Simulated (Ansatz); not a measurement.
Reaction (substitution at a C–Ge bond): `B[CH2][GeH2][SeH]` + `N=C[SeH]` → `BC/N=C/[SeH]` + `[GeH3][SeH]`

Isolated molecules relaxed with PBE0-D4/def2-TZVP in Ansatz; ΔE leaves out vibrations. CCSD(T)/CBS adds triple-zeta CCSD(T) − MP2 to the extrapolated MP2 energy (def2 sets, frozen cores). Functionals use def2-TZVPP. For Ge, Se outer-core shells are correlated without core-valence functions, which leaves a few kJ/mol of doubt a bond. Scalar relativity is left out up to krypton. Each species was taken in one conformer, which may not be the lowest.

CCSD(T)/CBS gives +74.3 kJ/mol.

Problem. Another level gave +63.1 kJ/mol. Which?
A. PBE/def2-TZVPP
B. HF/def2-TZVPP
C. CCSD/def2-TZVPP
D. MP2/def2-TZVPP

Solution. A. PBE 63.1, CCSD/def2-TZVPP 71.2, HF/def2-TZVPP 56.3, MP2/def2-TZVPP 77.4 kJ/mol.

Largest T1 diagnostic among the species: 0.012.

In def2-TZVPP, CCSD(T) changes the Hartree–Fock value by +16.6 kJ/mol (the triples alone add +1.7 kJ/mol) and MP2 by +21.1 kJ/mol. The D4 term adds +5.5 kJ/mol with B3LYP and +2.8 kJ/mol with PBE0; it sums over pairs of atoms, weighted by their polarisabilities, and B3LYP, whose exchange is more repulsive, gets the larger term.

B3LYP here is the variant with VWN-RPA as its local correlation; programs differ in this.
